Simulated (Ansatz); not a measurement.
Two isomers of CH6F2O2Si2: A = `O[SiH](O)C[SiH](F)F`, B = `C[SiH](O)[Si](O)(F)F`.

Computed with Ansatz on PBE0-D4/def2-TZVP structures; ΔE is electronic, products minus reactants. CBS: MP2 limit from def2 TZ/QZ plus the TZ coupled-cluster correction, frozen cores. DFT in def2-TZVPP. B3LYP here is the variant with VWN-RPA as its local correlation; programs differ in this. One conformer a species, not always the lowest.

A:

```xyz
13

O    -0.914   -1.117    1.662
Si   -0.564   -1.309    0.075
O    -1.772   -0.896   -0.950
C     0.963   -0.291   -0.341
Si    0.726    1.510   -0.111
F     0.283    1.779    1.401
F    -0.509    1.983   -1.009
H    -0.854   -0.239    2.045
H    -0.353   -2.755   -0.117
H    -1.905    0.032   -1.155
H     1.243   -0.480   -1.384
H     1.794   -0.623    0.291
H     1.861    2.405   -0.407
```

B:

```xyz
13

C     1.565    0.850    1.154
Si    0.249    0.824   -0.154
O    -1.029    1.713    0.399
Si   -0.521   -1.347   -0.591
O    -2.015   -1.207   -1.223
F    -0.581   -2.264    0.713
F     0.417   -2.164   -1.590
H     1.205    0.395    2.079
H     2.449    0.301    0.820
H     1.863    1.879    1.369
H     0.776    1.372   -1.438
H    -1.856    1.635   -0.080
H    -2.521   -1.988   -1.457
```

Which isomer does CCSD(T)/CBS put lower? Give the gap. (Best estimate.)

Computed: A, by 8.0 kcal/mol.

Give E(B) − E(A) in kcal/mol with r2SCAN-D4, B3LYP, CCSD/def2-TZVPP, HF/def2-TZVPP, B3LYP-D4, MP2/def2-TZVPP, B2PLYP. (Best estimate.)

The calculation gave: r2SCAN-D4 7.2, B3LYP 5.4, CCSD/def2-TZVPP 8.1, HF/def2-TZVPP 7.6, B3LYP-D4 6.2, MP2/def2-TZVPP 9.6, B2PLYP 7.1. None reverses the order clearly.

Largest T1 diagnostic: 0.012.

From PBE to PBE0 (25 % exact exchange), in def2-TZVPP and without D4, E(B) − E(A) moves by +1.4 kcal/mol. The D4 term adds +0.8 kcal/mol with B3LYP and +0.4 kcal/mol with PBE0; it sums over pairs of atoms, weighted by their polarisabilities, and B3LYP, whose exchange is more repulsive, gets the larger term.
